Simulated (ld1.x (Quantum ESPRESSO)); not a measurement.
How hard is this B (Z = 5) TM potential?

B (Z = 5), norm-conserving Troullier–Martins (Kleinman–Bylander form), made with ld1.x (Quantum ESPRESSO) 7.5 (PBE, scalar-relativistic). Core [He], reference 2s2 2p0 (charge +1). Waves: 2s (bound): rc 0.95 bohr; 2p (bound, empty): rc 3.75 bohr. Local part: all-electron potential smoothed inside 2.00 bohr (lloc = -1). Core correction: Bessel-smoothed model core, default radius (core density twice the valence density).

The pseudo-atom Hamiltonian at the reference potential is diagonalised in spherical Bessel functions j_l(qr) that vanish at 20 bohr, with q² up to the cutoff. All-electron valence levels (Ry): 2s -1.4340, 2p -0.9823.

**Question.** How do the lowest levels (Ry) of each channel move with the cutoff, and are there ghosts?

**Answer.**

| cutoff (Ry) | s #1 | p #1 | d #1 | d #2 | f #1 | Σ f·Δε (mRy) |
| --- | --- | --- | --- | --- | --- | --- |
| 8 | -1.3488 | -0.9640 | -0.1586 | -0.0548 | -0.0443 | 170.4 |
| 15 | -1.3887 | -0.9821 | -0.1589 | -0.0549 | -0.0443 | 90.6 |
| 30 | -1.3981 | -0.9823 | -0.1589 | -0.0549 | -0.0443 | 71.8 |
| 45 | -1.4101 | -0.9823 | -0.1589 | -0.0549 | -0.0443 | 47.9 |
| 60 | -1.4248 | -0.9823 | -0.1589 | -0.0549 | -0.0443 | 18.5 |
| 90 | -1.4323 | -0.9823 | -0.1589 | -0.0549 | -0.0443 | 3.4 |
| 140 | -1.4332 | -0.9823 | -0.1589 | -0.0549 | -0.0443 | 1.6 |
| 200 | -1.4339 | -0.9823 | -0.1589 | -0.0549 | -0.0443 | 0.3 |
| 400 | -1.4340 | -0.9823 | -0.1589 | -0.0549 | -0.0443 | 0.0 |

Result: no extra level below or beside the all-electron valence levels (s, p, d, f tested); 10 mRy is reached at 70 Ry and 1 mRy at 160 Ry.

Its largest configuration-test error is +387 meV.
